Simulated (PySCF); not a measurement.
# Electron correlation in Ne⁺ (neon, charge +1)

[He] 2s2 2p5, 2P determinant. Calculation: PySCF 2.14, in aug-cc-pVDZ-DK (4s3p2d, 23 functions); the spin-free X2C one-electron Hamiltonian (Gaussian nucleus). Frozen: 1s2; 7 electrons correlated.

MP2 pair energies summed by pair of shells (mhartree):

```tsv
pair	energy	share (%)
2p-2p	-92.68	65.2
2s-2p	-42.06	29.6
2s-2s	-7.49	5.3
```

Total MP2 correlation energy: -142.24 mhartree.

Same-spin part -35.66 and opposite-spin part -106.58 mhartree; SCS-MP2 scales them by 1/3 and 6/5 to -139.78 mhartree.

```csv
level,correlation energy (mhartree)
CCSD,-153.63
(T),-1.65
CCSD(T),-155.28
```

Diagnostics: T1 = 0.0053, D1 = 0.0085, largest double amplitude 0.031.

Cost of the coupled-cluster step: 0.29 s of wall time on 1 thread of Neoverse-N1 (shared host), for 7 correlated electrons.

Iterations:

```
CC2 = 0
CCSD nocc = (np.int64(4), np.int64(3)), nmo = (22, 22)
frozen orbitals [[0], [0]]
max_cycle = 100
direct = 0
conv_tol = 1e-08
conv_tol_normt = 1e-06
diis_space = 8
diis_start_cycle = 0
Init t2, MP2 energy = -0.142238688499505
Init E_corr(UCCSD) = -0.142238688500958
cycle = 1  E_corr(UCCSD) = -0.151192309868401  dE = -0.00895362137  norm(t1,t2) = 0.0224976
cycle = 2  E_corr(UCCSD) = -0.153045088222037  dE = -0.00185277835  norm(t1,t2) = 0.00546203
cycle = 3  E_corr(UCCSD) = -0.153614650879422  dE = -0.000569562657  norm(t1,t2) = 0.00235493
cycle = 4  E_corr(UCCSD) = -0.15364611530167  dE = -3.14644222e-05  norm(t1,t2) = 0.000627666
cycle = 5  E_corr(UCCSD) = -0.153629509458237  dE = 1.66058434e-05  norm(t1,t2) = 0.000253225
cycle = 6  E_corr(UCCSD) = -0.153632799712668  dE = -3.29025443e-06  norm(t1,t2) = 3.57879e-05
cycle = 7  E_corr(UCCSD) = -0.153632906405246  dE = -1.06692577e-07  norm(t1,t2) = 7.22289e-06
cycle = 8  E_corr(UCCSD) = -0.153632770323095  dE = 1.36082151e-07  norm(t1,t2) = 1.89404e-06
cycle = 9  E_corr(UCCSD) = -0.153632764296672  dE = 6.02642286e-09  norm(t1,t2) = 3.25487e-07
UCCSD converged
E(UCCSD) = -128.0577246572066  E_corr = -0.1536327642966722
UCCSD(T) correction = -0.00165389068935745
```
